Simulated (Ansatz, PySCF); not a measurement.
This PySCF input computes a SVWN5/def2-TZVPD energy:

```python
from pyscf import gto, scf, dft

mol = gto.M(
    atom='''
    In    0.05733236   -0.09927199   -0.24914289
    F    -1.71727642   -0.80244287    0.47243683
    F    -0.07684334    1.93697527   -0.24160162
    F     1.48197692   -0.59405154    1.12560944
    ''',
    basis='def2-tzvpd',
    ecp='def2-tzvp',
    charge=-1,
    spin=1,
    verbose=4,
)

mf = dft.UKS(mol, xc='svwn').density_fit(auxbasis='def2-universal-jkfit')
mf.grids.level = 3
mf.conv_tol = 1e-9
mf.max_cycle = 100
mf.max_memory = 1500
mf.kernel()
if not mf.converged:
    mf = mf.newton()
    mf.kernel(mf.make_rdm1())
for _ in range(2):
    mo, _, stable, _ = mf.stability(return_status=True)
    if stable:
        break
    mf.kernel(mf.make_rdm1(mo, mf.mo_occ))
mf.analyze()
```

### Question
Write an input for the same energy in Ansatz (a quantum-chemistry and plane-wave program) and say what it gives.

### Answer

Ansatz 0.2 input:
```yaml
crystal:
  periodic: [false, false, false]
  atoms:
    - {symbol: In, position_ang: [0.05733236, -0.09927199, -0.24914289]}
    - {symbol: F, position_ang: [-1.71727642, -0.80244287, 0.47243683]}
    - {symbol: F, position_ang: [-0.07684334, 1.93697527, -0.24160162]}
    - {symbol: F, position_ang: [1.48197692, -0.59405154, 1.12560944]}
basis:
  gaussian:
    orbitals: def2-TZVPD
hamiltonian:
  xc: {name: SVWN5}
total_charge: -1
magnetization: {spin_polarized: true, initial_magnetization: 1}
output: {forces: true}
```
It gives -487.77492 Eh, and PySCF -487.77499 Eh, a difference of 0.07 mEh, from the treatment of integrals and grids.
